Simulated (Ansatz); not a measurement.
C₂H₆F₂InN, singlet, at a GFN2-xTB geometry (such geometries of metal compounds can be far from the true shape) (all electrons, no relativity), with bond 8-5 at 1.8 times its length; Ansatz (a quantum-chemistry and plane-wave program) with SC-NEVPT2/STO-3G, CASSCF(2,4).

The Ansatz input:
Ansatz 0.2 input:
```yaml
crystal:
  periodic: [false, false, false]
  atoms:
    - {symbol: In, position_ang: [0.10619981, 0.00188701, -0.55365826]}
    - {symbol: F, position_ang: [-1.11125945, -1.62881902, -0.30729359]}
    - {symbol: F, position_ang: [0.81259247, 0.47108753, -2.40865974]}
    - {symbol: N, position_ang: [0.19419228, 0.72863796, 1.60375288]}
    - {symbol: C, position_ang: [0.79063126, -0.32228144, 2.36820966]}
    - {symbol: C, position_ang: [-1.15842567, 0.96558922, 2.00064782]}
    - {symbol: H, position_ang: [0.84196893, 0.00864538, 3.41045292]}
    - {symbol: H, position_ang: [-0.25014872, -2.00316471, 2.32977835]}
    - {symbol: H, position_ang: [1.80500177, -0.50736189, 2.00678589]}
    - {symbol: H, position_ang: [-1.78775590, 0.06639579, 1.95121694]}
    - {symbol: H, position_ang: [-1.15012095, 1.30347748, 3.04170099]}
    - {symbol: H, position_ang: [-1.58988179, 1.75175664, 1.37640381]}
basis:
  gaussian:
    orbitals: STO-3G
magnetization: {spin_polarized: false}
correlation: {method: sc_nevpt2, electrons: all, active_space: {window: {electrons: 2, orbitals: 4}}}
```

Output, abridged:

```
Functional definition: HF
812 factors; integrals over basis functions are off by at most 7.5e-5 eV
mean field evaluation 1: about -163554.5246 eV, gradient 3.1e1 eV
mean field evaluation 2: about -163554.7482 eV, gradient 3.1e1 eV
mean field evaluation 4: about -163560.8789 eV, gradient 3.4e0 eV
mean field evaluation 8: about -163560.9718 eV, gradient 1.7e-1 eV
mean field -163560.97201569 eV, -6010.7548559680 hartree, gradient 3.4e-6 eV, S^2 0.000000; 0 other end points of the search recorded, 0 dependent functions left out; unrestricted orbitals would lower it
reference -163560.97201569 eV, -6010.7548559680 hartree; 46, 46 occupied and 12, 12 virtual orbitals, 812 factors
state -163563.21905216 eV, -6010.8374330350 hartree
state -163563.21905216 eV, -6010.8374330350 hartree; corrected -163569.05811551 eV, -6011.0520146552 hartree
WARN: 2 active orbitals are nearly empty or full. The corrections depend on them more than the energy does, and are more stable in an active space without them
Total energy: -163569.05811551 eV, -6011.0520146552 hartree
```
